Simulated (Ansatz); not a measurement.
Results of the Gaussian-basis code of Ansatz.

Basis-set series for CH5MgNS, SMILES `C[S][Mg][NH2]`. The species carries charge 0 and has multiplicity 1. The geometry is a stationary point of PBE0-D4/def2-TZVP. It is one conformer, not always the lowest.

```csv
functional,basis,functions,energy (Eh),HOMO (eV),LUMO (eV)
PBE0-D4,def2-TZVPP,206,-693.88904,-6.40,-1.00
PBE0-D4,def2-QZVPP,397,-693.91684,-6.43,-1.07
ωB97M-V,def2-TZVPP,206,-694.16291,-8.58,0.28
ωB97M-V,def2-QZVPP,397,-694.18931,-8.62,0.04
```

(1) Give the rows for def2-SVP. (An estimate is asked.)

Answers

(1) The calculation gave: 
```json
{"functional": "PBE0-D4", "basis": "def2-SVP", "functions": "89", "energy (Eh)": "-693.56626", "HOMO (eV)": "-6.29", "LUMO (eV)": "-0.87"}
{"functional": "ωB97M-V", "basis": "def2-SVP", "functions": "89", "energy (Eh)": "-693.83710", "HOMO (eV)": "-8.46", "LUMO (eV)": "0.39"}
```

Positive LUMOs are unbound and depend on the basis.
